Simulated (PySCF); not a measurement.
ZnFBr, SMILES [F][Zn][Br].

The structure is a stationary point at B3LYP-D3(BJ)/def2-TZVP.

Level of theory: B3LYP/def2-TZVPD in PySCF.

The molecule is in vacuum.

Computed frontier levels, gap, dipole moment and polarisability:
- highest occupied level = -8.65 eV
- lowest empty level = -2.35 eV
- orbital gap = 6.30 eV
- dipole moment = 0.99 D
- quadrupole, principal values (traceless, Buckingham form, about the centre of nuclear charge) = -11.89, 5.94, 5.94 D·Å
- mean static polarisability = 44.5 bohr³ (6.60 Å³)
- polarisability, principal values = 36.7, 36.7, 60.1 bohr³
